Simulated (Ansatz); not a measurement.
Ansatz (an electronic-structure program) input (BHLYP/def2-TZVPD):

Ansatz 0.2 input:
```yaml
crystal:
  periodic: [false, false, false]
  atoms:
    - {symbol: Si, position_ang: [-0.00000000, -0.00000000, -1.08888770]}
    - {symbol: S, position_ang: [0.00000000, 0.00000000, 0.95277674]}
basis:
  gaussian:
    orbitals: def2-TZVPD
hamiltonian:
  xc: {name: BHLYP}
total_charge: -1
magnetization: {spin_polarized: true, initial_magnetization: 1}
output: {forces: true}
```

End of the output:

```
integrals: 0.02 GiB planned
658 factors; their error is unknown
mean field: 0.29 GiB planned
mean field evaluation 1: about -18713.5096 eV, gradient 7.2e0 eV
mean field evaluation 2: about -18713.7010 eV, gradient 7.0e0 eV
mean field evaluation 4: about -18713.9698 eV, gradient 8.5e-1 eV
mean field evaluation 8: about -18714.0537 eV, gradient 4.2e-2 eV
mean field evaluation 16: about -18714.0538 eV, gradient 3.1e-4 eV
mean field -18714.05379185 eV, -687.7287920091 hartree, gradient 1.4e-5 eV, S^2 0.759140; 0 other end points of the search recorded, 0 dependent functions left out
the calculation of the forces begins
reference -18714.05390916 eV, -687.7287963204 hartree; 16, 15 occupied and 73, 74 virtual orbitals, 658 factors
Total energy: -18714.05390916 eV, -687.7287963204 hartree
Atom 0 at    -0.000000    -0.000000    -1.088888 Å, force     0.000000    -0.000000     0.407477 eV/Å
Atom 1 at     0.000000     0.000000     0.952777 Å, force    -0.000000     0.000000    -0.407477 eV/Å
Dipole moment:     0.000000    -0.000000     0.036152 e Å
```
